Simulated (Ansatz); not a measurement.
A nudged elastic band was laid between two geometries of C₂H₅FOSn (10 atoms, charge 0, multiplicity 1).

The calculation used RKS PBE-D4/def2-SVP in Ansatz.

| Property | Result |
| --- | --- |
| movable images | 1 |
| climbing image | yes |
| spring | 5.0 eV/Å² |
| optimiser | quadratic models (default) |
| start path | IDPP |
| force threshold | 0.05 eV/Å |
| iteration limit | 60 |
| end points | relaxed |

First end point:

```xyz
10
Properties=species:S:1:pos:R:3
F -1.147 -2.336 -0.168
C 0.082 -1.745 -0.367
Sn 0.441 -0.061 1.070
C 0.216 1.969 -0.194
O -0.825 1.276 -0.453
H 0.888 -2.505 -0.260
H 0.134 -1.291 -1.381
H -0.994 -0.151 2.088
H 0.196 2.798 0.562
H 1.092 1.996 -0.895
```

Last end point:

```xyz
10
Properties=species:S:1:pos:R:3
F 1.157 -1.870 -1.181
C 0.051 -1.724 -0.363
Sn 0.385 -0.090 1.130
C 0.186 1.953 -0.173
O -0.888 1.309 -0.386
H -0.837 -1.442 -0.968
H -0.156 -2.679 0.173
H -1.101 -0.203 2.089
H 0.230 2.801 0.561
H 1.056 1.893 -0.880
```

What changes between the two ends?

No bond is made or broken. The dihedral F1–C2–Sn3–C4 goes from -106 to 74°.

Give the energies along the band, and the barrier.

The run converged. The highest image is number 1 of 0 to 2, 0.007 eV above the first end and 0.042 eV above the last; the last end lies 0.036 eV below the first. The dihedral F1–C2–Sn3–C4 jumps by 99° between images 1 and 2, so the path isn't resolved there. The top lies less than 8 meV above the higher end, about what the thresholds resolve: that end is a shoulder or a very shallow well. Another band between the same ends (7 images) ends at a top of the same energy, where a vibrational analysis finds no clearly imaginary modes. So few images can step over the top or miss a turn of the path.

| image | path coordinate (Å) | energy (eV) | dihedral F1–C2–Sn3–C4 (°) |
| --- | --- | --- | --- |
| 0 | 0.00 | 0.000 | -106 |
| 1 | 2.35 | 0.007 | 173 |
| 2 | 5.17 | -0.036 | 74 |

What is the geometry of the highest image?


```xyz
10
Properties=species:S:1:pos:R:3
F -0.581 -2.880 0.161
C -0.276 -1.677 -0.458
Sn 0.002 -0.120 1.139
C 0.781 1.844 -0.006
O -0.233 1.425 -0.660
H 0.654 -1.779 -1.058
H -1.114 -1.361 -1.116
H -1.674 0.199 1.607
H 0.697 2.686 0.730
H 1.827 1.611 -0.338
```

The run took 32 s on 2 threads of Arm Neoverse N1 (shared host), peak memory 0.15 GiB.
